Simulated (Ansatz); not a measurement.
This geometry of a periodic cell of 63 atoms, Si62As (host Si, host structure diamond, dopant As, one Si atom removed) is a first-order saddle point.

Method: DFT PBE-D3(BJ), scalar-relativistic, plane waves, PAW (Ansatz 0.2.0). Settings: PAW set soft_1, cutoff 420 eV, k mesh 1x1x1, fermi-dirac smearing 0.05 eV, spin collinear.

```xyz
63
Lattice="10.8600 0.0000 0.0000 0.0000 10.8600 0.0000 0.0000 0.0000 10.8600" Properties=species:S:1:pos:R:3
Si 5.431 -0.018 -0.003
Si 6.775 1.345 1.372
Si 8.150 2.685 0.003
Si 9.494 4.063 1.356
Si 8.171 0.075 2.789
Si 9.465 1.499 4.216
Si 0.039 -0.021 -0.007
Si 1.335 1.364 1.382
Si 2.696 2.728 0.024
Si 4.149 4.097 1.281
Si 5.574 5.390 -0.144
Si 6.800 6.766 1.325
Si 8.165 8.180 0.035
Si 9.513 9.562 1.408
Si 2.710 -0.007 2.715
Si 4.058 1.355 4.074
Si 5.419 2.700 2.699
Si 6.761 4.074 4.068
Si 8.138 5.419 2.715
Si 9.506 6.763 4.077
Si 5.433 -0.041 5.384
Si 6.738 1.319 6.790
Si 8.050 2.853 5.607
As 8.640 4.568 7.468
Si 8.138 -0.005 8.144
Si 9.499 1.342 9.513
Si -0.021 5.430 -0.006
Si 1.355 6.791 1.350
Si 2.737 8.118 -0.011
Si 4.068 9.495 1.356
Si -0.019 2.725 2.745
Si 1.395 4.089 4.035
Si 2.777 5.439 2.662
Si 4.055 6.823 4.078
Si 5.438 8.120 2.689
Si 6.803 9.481 4.046
Si -0.017 0.035 5.439
Si 1.318 1.405 6.799
Si 2.707 2.718 5.427
Si 4.070 4.063 6.787
Si 5.418 5.423 5.418
Si 6.835 6.728 6.752
Si 8.167 8.126 5.431
Si 9.503 9.509 6.784
Si 2.713 0.008 8.145
Si 4.035 1.357 9.547
Si 5.393 2.663 8.142
Si 6.927 3.975 9.325
Si 9.506 6.831 9.541
Si 0.005 8.141 2.721
Si 1.333 9.522 4.082
Si 0.046 5.428 5.390
Si 1.341 6.765 6.791
Si 2.690 8.157 5.443
Si 4.082 9.498 6.785
Si -0.058 2.761 8.178
Si 1.342 4.092 9.500
Si 2.724 5.429 8.146
Si 4.110 6.767 9.492
Si 5.479 8.103 8.131
Si 6.793 9.491 9.503
Si -0.020 8.126 8.139
Si 1.372 9.475 9.487
```

**Question.** Which two structures does it join? (They come from a converged band through this point; their orientation in space is the band's.)

**Answer.** The atom that moves furthest is As24, by 1.86 Å; four of its nearest neighbours are Si56 2.43, Si23 2.43, Si52 2.43, Si48 3.60 Å at the first end and Si49 2.43, Si48 2.43, Si42 2.43, Si52 3.60 Å at the last.

First end point:

```xyz
63
Lattice="10.8600 0.0000 0.0000 0.0000 10.8600 0.0000 0.0000 0.0000 10.8600" Properties=species:S:1:pos:R:3
Si 5.429 0.007 0.000
Si 6.789 1.377 1.340
Si 8.155 2.752 -0.052
Si 9.504 4.065 1.349
Si 8.144 -0.005 2.713
Si 9.524 1.343 4.061
Si -0.011 -0.006 -0.014
Si 1.364 1.345 1.341
Si 2.716 2.719 -0.015
Si 4.068 4.073 1.359
Si 5.433 5.439 -0.005
Si 6.780 6.789 1.369
Si 8.130 8.136 -0.005
Si 9.496 9.501 1.360
Si 2.718 -0.008 2.710
Si 4.088 1.345 4.064
Si 5.443 2.720 2.713
Si 6.815 4.067 4.083
Si 8.148 5.422 2.705
Si 9.502 6.754 4.083
Si 5.443 -0.006 5.439
Si 6.815 1.364 6.786
Si 8.190 2.704 5.423
As 9.361 4.208 6.927
Si 8.148 -0.014 8.140
Si 9.502 1.364 9.473
Si -0.040 5.414 -0.049
Si 1.333 6.781 1.341
Si 2.702 8.141 0.000
Si 4.068 9.502 1.360
Si 0.011 2.699 2.693
Si 1.366 4.046 4.062
Si 2.715 5.425 2.713
Si 4.088 6.780 4.094
Si 5.429 8.141 2.726
Si 6.790 9.482 4.096
Si 0.011 -0.025 5.417
Si 1.366 1.344 6.764
Si 2.735 2.698 5.416
Si 4.078 4.065 6.784
Si 5.478 5.414 5.469
Si 6.814 6.753 6.889
Si 8.155 8.090 5.471
Si 9.504 9.490 6.784
Si 2.715 -0.005 8.143
Si 4.088 1.376 9.499
Si 5.478 2.752 8.132
Si 6.817 4.172 9.469
Si 9.403 6.755 9.473
Si -0.011 8.127 2.713
Si 1.364 9.482 4.064
Si 0.005 5.380 5.424
Si 1.346 6.755 6.786
Si 2.716 8.126 5.437
Si 4.068 9.501 6.792
Si 0.005 2.705 8.098
Si 1.346 4.067 9.474
Si 2.723 5.421 8.140
Si 4.058 6.788 9.508
Si 5.431 8.137 8.159
Si 6.781 9.510 9.508
Si -0.040 8.093 8.133
Si 1.334 9.483 9.499
```

Last end point:

Only the atoms that move by more than 0.05 Å are listed.
```
Si23 8.236 2.739 5.454
As24 8.291 5.284 7.999
Si42 6.784 6.791 6.829
Si48 6.784 4.114 9.506
Si49 9.461 6.791 9.506
Si52 -0.024 5.339 5.454
Si56 -0.024 2.739 8.054
```

**Question.** How far does it lie above each of them?

**Answer.** 0.71 eV above the first and 0.70 eV above the second. This is the barrier of this one path; another mechanism may lie lower. Limits of this set-up: coarse k mesh, a typed lattice constant that wasn't relaxed here.

Run time: 13 min on 4 threads of Arm Neoverse V1, with other jobs on the host, peak memory 4.9 GiB.
